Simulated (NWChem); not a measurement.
# BN2H5O; SMILES NB(N)O

```xyz
9

B      0.0204    -0.0121     0.0000
O      1.3969    -0.1366     0.0000
H      1.8502     0.7083     0.0000
N     -0.7249    -1.2193     0.0000
H     -0.2590    -2.1143     0.0000
H     -1.7310    -1.2715     0.0000
N     -0.6178     1.2638     0.0000
H     -1.6202     1.3789     0.0000
H     -0.1184     2.1403     0.0000
```
Atoms are numbered in this order, from 1.

All runs: NWChem. Structure relaxed at the PBE0/def2-SVP level.

### Question
What does the run give for Hartree-Fock/aug-pcseg-1? Quantities: highest occupied level (eV); orbital gap (eV); dipole (D).

### Answer
```json
{
  "highest occupied level (eV)": "-10.39",
  "orbital gap (eV)": "11.11",
  "dipole (D)": "1.88"
}
```
